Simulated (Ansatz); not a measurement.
Basis-set series for `C[N]=[Mo]([OH])([F])([F])[Cl]`. The species carries charge 0 and has multiplicity 1. Mo: def2 effective core potential. Geometry: relaxed with PBE0-D4/def2-TZVP. It is one conformer, not always the lowest.

```tsv
functional	basis	functions	energy (Eh)	HOMO (eV)	LUMO (eV)
PBE0-D4	def2-SVP	139	-897.77607	-8.38	-2.78
PBE0-D4	def2-QZVPP	556	-898.44732	-8.42	-2.78
ωB97M-V	def2-SVP	139	-898.06527	-10.63	-0.65
ωB97M-V	def2-QZVPP	556	-898.74553	-10.69	-0.69
```

Task: Give the rows for def2-TZVPP. (Best estimate.)

Result: Ansatz gave: 
```csv
functional,basis,functions,energy (Eh),HOMO (eV),LUMO (eV)
PBE0-D4,def2-TZVPP,309,-898.40902,-8.41,-2.77
ωB97M-V,def2-TZVPP,309,-898.70847,-10.68,-0.67
```
